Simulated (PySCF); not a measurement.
Level of theory: BP86 in PySCF with Te def2-TZVP with ECP28, O def2-TZVP; scalar-relativistic core potentials, no spin–orbit coupling; density-fitted integrals. Open shells, if any, are unrestricted.

**Question.** What shape and geometry does isolated singlet TeO3 take (every ligand bound to Te)?

**Answer.** Counting electrons, tellurium keeps none of its valence electrons outside its bonds, so the VSEPR class is AX3 and the expected shape is trigonal planar (D3h), as computed. The lowest minimum found is a singlet of D3h symmetry with Te–O 1.809 Å (×3); O–Te–O 120.0° (×3). Its harmonic wavenumbers are 151 (a2''), 232 (e'), 784 (a1'), 841 (e') cm⁻¹ and its dipole moment is 0.00 D.
